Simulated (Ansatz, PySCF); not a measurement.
The pair A = NH3 (SMILES N) (first 4 atoms), B = SO2 (SMILES O=S=O); geometry from B3LYP-D3(BJ)/def2-TZVP.
(charge 0, multiplicity 1):
```xyz
7

N      0.0165     0.0007     0.6224
H     -0.3050    -0.9267     0.3698
H     -0.7781     0.6302     0.6315
H      0.6780     0.3205    -0.0751
O     -0.2225     0.9455     3.5541
S      0.6394    -0.1447     3.1620
O      0.1281    -1.4852     3.3262
```

Correlated levels freeze the cores. CBS(a, b) extrapolates the correlation energy as X⁻³ and adds the Hartree–Fock energy of set b. MP2 and its Hartree–Fock in aug-cc-pV(T+d)Z are density fitted.

The values were computed with Ansatz (a program for electronic structure); PySCF for the dispersion terms. 

The monomers are drawn apart, rigid, along the line of their centres of mass. Counterpoise-corrected interaction energies (kcal/mol):

| level | R = 3.807 Å | R = 4.855 Å |
|---|---|---|
| PBE/def2-TZVPPD | -3.1554 | -1.1296 |
| PBE-D3(BJ)/def2-TZVPPD | -3.6743 | -1.2883 |
| wB97M-V/def2-TZVPPD | -3.4637 | -1.3120 |
| MP2/CBS(aug-cc-pV(D+d)Z, aug-cc-pV(T+d)Z) + ΔCCSD(T)/aug-cc-pV(D+d)Z | -3.2112 | -1.2277 |

### Question
R is the distance of the centres of mass. Find the local exponent m of E ∝ R⁻ᵐ between the two points.

### Answer

m = ln(E₁/E₂)/ln(R₂/R₁): PBE/def2-TZVPPD 4.2; PBE-D3(BJ)/def2-TZVPPD 4.3; wB97M-V/def2-TZVPPD 4.0; MP2/CBS(aug-cc-pV(D+d)Z, aug-cc-pV(T+d)Z) + ΔCCSD(T)/aug-cc-pV(D+d)Z 4.0. For scale, two fixed dipoles give m = 3, dipole and quadrupole 4, quadrupoles 5, and dispersion or dipole-induced dipole 6 at long range; at these distances several terms mix, and what is left of overlap and damping shifts m, so it need not match one of them.
